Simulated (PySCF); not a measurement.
SMILES CB(O)O[Si](C)(C)C (C₄H₁₃BO₂Si), singlet, GFN2-xTB optimised geometry.

```
21

B     -1.39    -1.65    -2.48
C     -2.28    -0.47    -3.11
H     -3.07    -0.19    -2.42
H     -2.75    -0.74    -4.05
H     -1.68     0.42    -3.27
O     -1.24    -2.85    -3.09
H     -1.71    -2.97    -3.91
O     -0.74    -1.48    -1.33
Si    -0.28    -0.67     0.00
C     -0.99    -1.62     1.49
C      1.62    -0.67     0.00
C     -0.94     1.13     0.00
H     -0.66    -1.19     2.43
H     -0.67    -2.66     1.48
H     -2.08    -1.61     1.50
H      2.01    -1.68    -0.05
H      2.02    -0.21     0.90
H      2.02    -0.12    -0.85
H     -2.02     1.15    -0.03
H     -0.58     1.68    -0.86
H     -0.62     1.67     0.89
```

Density from PySCF 2.14.0 with CAM-B3LYP/def2-SVP at that geometry.

Minimum of the electron density along straight lines between bonded atoms, close to the bond critical point (lines longer than 1.1 times the sum of covalent radii, or with two minima, are not listed):

```tsv
bond	length / Å	ρ at the minimum / e bohr⁻³	∇²ρ there / e bohr⁻⁵	position (fraction from the first atom)
B1–C2	1.604	…	-0.19	0.32
C2–H3	1.087	0.271	-0.97	0.62
C2–H4	1.088	0.272	-0.97	0.62
B1–O6	1.356	0.205	1.14	0.33
O6–H7	0.956	…	…	0.81
B1–O8	1.334	0.209	1.21	0.33
O8–Si9	1.621	0.125	1.08	0.59
Si9–C10	1.906	0.112	0.32	0.38
Si9–C11	1.906	0.113	0.32	0.38
Si9–C12	1.912	0.111	0.31	0.38
C10–H14	1.086	0.272	-0.98	0.63
C10–H15	1.086	0.271	-0.97	0.63
C11–H16	1.086	0.272	-0.98	0.63
C11–H18	1.086	0.271	-0.97	0.63
C12–H19	1.087	0.271	-0.97	0.63
C12–H20	1.087	0.271	-0.97	0.63
C12–H21	1.086	0.272	-0.98	0.63
```

Task: Some entries are withheld; supply them.

Result: 
- B1–C2, ρ at the minimum / e bohr⁻³: 0.175
- O6–H7, ρ at the minimum / e bohr⁻³: 0.360
- O6–H7, ∇²ρ there / e bohr⁻⁵: -2.41
